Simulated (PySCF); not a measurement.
**[Zr(Cl)3(N(CH3)2)] (charge 0, multiplicity 1)**

Calculation: TPSSh-D3(BJ)/def2-TZVP // BP86-D3(BJ)/def2-SVP (PySCF).

```yaml
HOMO: -6.73 eV
dipole_moment: 3.54 D
LUMO: -2.56 eV
HOMO–LUMO gap: 4.17 eV
charge on the central atom (Mulliken): 1.34 e
total_energy: -1562.6709 Ha
cost: around 18 core-minutes (rough)
```

```xyz
13

Zr    -0.1746     0.0669     0.2102
Cl     1.1716     1.8699     0.9308
Cl    -0.1411    -0.0876    -2.1527
Cl     0.3593    -2.0211     1.1798
N     -2.0728     0.4940     0.6820
C     -3.0851    -0.5384     0.8761
C     -2.5858     1.8591     0.7257
H     -3.5677    -0.4461     1.8772
H     -3.8830    -0.4726     0.1001
H     -2.6320    -1.5497     0.8151
H     -3.3633     2.0234    -0.0564
H     -3.0402     2.0869     1.7183
H     -1.7696     2.5916     0.5554
```
